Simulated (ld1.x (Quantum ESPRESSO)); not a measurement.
# Configuration tests for F (TM)

ld1.x (Quantum ESPRESSO) 7.5 input, shortened:

```
&input
   title='F', zed=9., rel=1, dft='PZ', iswitch=3,
   config='[He] 2s2 2p2'
 /
 &inputp
   pseudotype=2, tm=.true., lloc=-2, rcloc=0.65,
   nlcc=.false.
 /
2
2S  1  0   2.00   0.00  0.55  0.55  0.0
2P  2  1   2.00   0.00  1.60  1.60  0.0
 &test
   configts(1)='2s2 2p2'
 /
```

Energies are relative to the spin-unpolarised reference configuration 2s2 2p2; without spin polarisation the order of configurations can differ from experiment. Spin-polarised rows fill each open shell by Hund’s rule, majority spin first.

Problem. Give the all-electron excitation energy and the error of the potential for: 2s2 2p5; 2s2 2p4; 2s2 2p3; 2s1 2p6; 2s2 2p4.5; 2s2 2p1; 2s1 2p5; 2s2 2p2 (spin-polarised); 2s2 2p5 (spin-polarised).

Solution.

```json
{"valence configuration": "2s2 2p5", "charge": "0", "ΔE all-electron (eV)": "-118.799", "error AE − PS (meV)": "+1313"}
{"valence configuration": "2s2 2p4", "charge": "+1", "ΔE all-electron (eV)": "-99.244", "error AE − PS (meV)": "+909"}
{"valence configuration": "2s2 2p3", "charge": "+2", "ΔE all-electron (eV)": "-60.732", "error AE − PS (meV)": "+334"}
{"valence configuration": "2s1 2p6", "charge": "0", "ΔE all-electron (eV)": "-100.409", "error AE − PS (meV)": "+2047"}
{"valence configuration": "2s2 2p4.5", "charge": "+0.5", "ΔE all-electron (eV)": "-111.169", "error AE − PS (meV)": "+1147"}
{"valence configuration": "2s2 2p1", "charge": "+4", "ΔE all-electron (eV)": "85.867", "error AE − PS (meV)": "+609"}
{"valence configuration": "2s1 2p5", "charge": "+1", "ΔE all-electron (eV)": "-80.589", "error AE − PS (meV)": "+1613"}
{"valence configuration": "2s2 2p2 (spin-polarised)", "charge": "+3", "ΔE all-electron (eV)": "-2.775", "error AE − PS (meV)": "+129"}
{"valence configuration": "2s2 2p5 (spin-polarised)", "charge": "0", "ΔE all-electron (eV)": "-119.179", "error AE − PS (meV)": "+1338"}
```

Levels in the configuration 2s2 2p2 (spin-polarised):

```csv
level,all-electron (eV),pseudo (eV)
2s up,-92.759,-93.010
2p up,-75.030,-75.160
2s down,-87.570,-87.218
```
